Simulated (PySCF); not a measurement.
Electron correlation in Zn⁺ (zinc, charge +1)

[Ar] 3d9 4s1 4p1, one real determinant (an excited configuration). Calculation: PySCF 2.14, in x2c-TZVPPall (6s5p4d2f1g, 64 functions); scalar relativity by spin-free X2C-1e. Frozen: [Ne]; 19 electrons correlated.

| level | correlation energy (mhartree) |
| --- | --- |
| CCSD | -630.11 |
| (T) | -9.97 |
| CCSD(T) | -640.08 |

Diagnostics: T1 = 0.0080, D1 = 0.0248, largest double amplitude 0.033.

The real determinant used has ⟨L²⟩ near 8 against 12 for a pure F term, so it mixes terms.

Cost of the coupled-cluster step: roughly 40 core-seconds, for 19 correlated electrons.

Iterations:

```
CC2 = 0
CCSD nocc = (np.int64(11), np.int64(8)), nmo = (59, 59)
frozen orbitals [[0, 1, 2, 3, 4], [0, 1, 2, 3, 4]]
max_cycle = 100
direct = 0
conv_tol = 1e-08
conv_tol_normt = 1e-06
diis_space = 8
diis_start_cycle = 0
Init t2, MP2 energy = -0.669650127211338
Init E_corr(UCCSD) = -0.669650127234978
cycle = 1  E_corr(UCCSD) = -0.611545763360014  dE = 0.0581043639  norm(t1,t2) = 0.0716127
cycle = 2  E_corr(UCCSD) = -0.633009693527938  dE = -0.0214639302  norm(t1,t2) = 0.0255637
cycle = 3  E_corr(UCCSD) = -0.629518316457454  dE = 0.00349137707  norm(t1,t2) = 0.0125313
cycle = 4  E_corr(UCCSD) = -0.629748484323608  dE = -0.000230167866  norm(t1,t2) = 0.0041014
cycle = 5  E_corr(UCCSD) = -0.630103442957028  dE = -0.000354958633  norm(t1,t2) = 0.00251008
cycle = 6  E_corr(UCCSD) = -0.630090547806234  dE = 1.28951508e-05  norm(t1,t2) = 0.00206769
cycle = 7  E_corr(UCCSD) = -0.630024406827862  dE = 6.61409784e-05  norm(t1,t2) = 0.00113961
cycle = 8  E_corr(UCCSD) = -0.630135145859904  dE = -0.000110739032  norm(t1,t2) = 0.000438812
cycle = 9  E_corr(UCCSD) = -0.63011540080541  dE = 1.97450545e-05  norm(t1,t2) = 0.000110593
cycle = 10  E_corr(UCCSD) = -0.630111684174161  dE = 3.71663125e-06  norm(t1,t2) = 2.97723e-05
cycle = 11  E_corr(UCCSD) = -0.630113635642383  dE = -1.95146822e-06  norm(t1,t2) = 1.2466e-05
cycle = 12  E_corr(UCCSD) = -0.630113711682404  dE = -7.60400213e-08  norm(t1,t2) = 5.08778e-06
cycle = 13  E_corr(UCCSD) = -0.630113622690219  dE = 8.89921845e-08  norm(t1,t2) = 1.09705e-06
cycle = 14  E_corr(UCCSD) = -0.630113640329784  dE = -1.7639565e-08  norm(t1,t2) = 3.85532e-07
cycle = 15  E_corr(UCCSD) = -0.630113606409816  dE = 3.39199681e-08  norm(t1,t2) = 1.55928e-07
cycle = 16  E_corr(UCCSD) = -0.630113612840401  dE = -6.43058418e-09  norm(t1,t2) = 6.89573e-08
UCCSD converged
E(UCCSD) = -1794.205108802692  E_corr = -0.6301136128404006
UCCSD(T) correction = -0.00997441534740366
```

The basis was made for the ground configuration and has no added diffuse functions, which can raise the energy of the promoted electron.

The reference is one real determinant that mixes LS terms of this configuration.

This basis was not built for core-valence correlation, so the inner-shell part is incomplete.
